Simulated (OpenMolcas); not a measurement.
# F3+: effect of the IPEA shift

```yaml
Program: OpenMolcas 26.06
Basis: ANO-RCC-VTZP [4s3p2d1f]
Scalar_Hamiltonian: DKH2, point nucleus
Active_space: 4 electrons in 4 orbitals (2s 2p)
State_averaging: 2S+1 = 3 even, 3 roots; 2S+1 = 1 even, 6 roots; 2S+1 = 5 odd, 1 root; 2S+1 = 3 odd, 9 roots; 2S+1 = 1 odd, 8 roots
Spin-orbit_coupling: state interaction with AMFI integrals over the reference wave functions, term energies averaged over their components
```

Methods on the same reference wave functions:
A. CASSCF
B. SS-CASPT2, IPEA 0 Eh, imaginary shift 0.1 Eh (closed shells correlated: 1s)
C. SS-CASPT2, IPEA 0.25 Eh, imaginary shift 0.1 Eh (closed shells correlated: 1s)

Energies in cm⁻¹ above 2s² 2p² ³P₀, the measured ground level; measured values from Moore, Atomic Energy Levels, vol. I, NSRDS-NBS 35 (1971 reprint of NBS Circular 467, 1949).

| Level | A | B | C | Measured |
| --- | --- | --- | --- | --- |
| 2s² 2p² ³P₀ | 0.0 | 0.0 | 0.0 | 0.0 |
| 2s² 2p² ³P₁ | 224 | 224 | 224 | 225 |
| 2s² 2p² ³P₂ | 653 | 653 | 653 | 613 |
| 2s² 2p² ¹D₂ | 27753 | 26040 | 25730 | 25241 |
| 2s² 2p² ¹S₀ | 50882 | 54190 | 53810 | 53544 |
| 2s 2p³ ⁵S°₂ | 63536 | 72660 | 72230 |  |
| 2s 2p³ ³D°₂ | 151437 | 147190 | 147210 | 147889 |
| 2s 2p³ ³D°₁ | 151438 | 147190 | 147210 | 147902 |
| 2s 2p³ ³D°₃ | 151442 | 147200 | 147220 | 147842 |
| 2s 2p³ ³P°₀ | 178316 | 175930 | 175810 |  |
| 2s 2p³ ³P°₁ | 178318 | 175930 | 175810 | 175242 |
| 2s 2p³ ³P°₂ | 178321 | 175930 | 175810 | 175237 |
| 2s 2p³ ¹D°₂ | 244191 | 230600 | 231000 |  |
| 2s 2p³ ³S°₁ | 251194 | 239120 | 240370 |  |
| 2s 2p³ ¹P°₁ | 270912 | 259180 | 259360 | 257390 |

Deviations, from unrounded energies. A percentage is the sum of absolute deviations over the sum of measured energies, with the sign that they share, or ± where signs differ.

```json
{"Against measurement": "mean absolute deviation (cm-1)", "Levels": "10", "A": "3600", "B": "670", "C": "590"}
{"Against measurement": "fine structure of the ground term (%)", "Levels": "2", "A": "±4.9", "B": "±4.9", "C": "±4.9"}
{"Against measurement": "other terms of the ground configuration (%)", "Levels": "2", "A": "±6.6", "B": "+1.8", "C": "+1.0"}
{"Against measurement": "other configurations (%)", "Levels": "6", "A": "+2.9", "B": "±0.5", "C": "±0.5"}
```

C lies closest to measurement on these levels and A furthest from it. The largest miss of C in the table is 2s 2p³ ¹P°₁, by +2000 cm-1. The ranking rests on the paired levels alone, and a cruder setting can come out closer through cancelling errors.

Between B and C the level of the table that moves most is 2s 2p³ ³S°₁, by 1300 cm-1 (lowest in B, highest in C). Moves below CASPT2's spread within the term are not significant.

From A to B the spin-free energies of the other terms of 2s² 2p² shown, above ³P, scale by factors of 0.94 to 1.07.

The lowest spin-free term lies below A's lowest term by 0.076 hartree in B, 0.073 hartree in C.

CASPT2 does not keep the components of a term degenerate, so their means are used; among the terms shown or strongly mixed into the levels shown the widest spread is 75 cm-1 (2s 2p³ ¹D°, C). Measured partners are found by configuration, term and J. A level has none where our copy of the source lacks it or the pairing is in doubt (some pairs that miss far off the trend of their configuration count as doubtful), and it then counts in no deviation. Levels of configurations outside the active space are missing.

° marks odd parity.
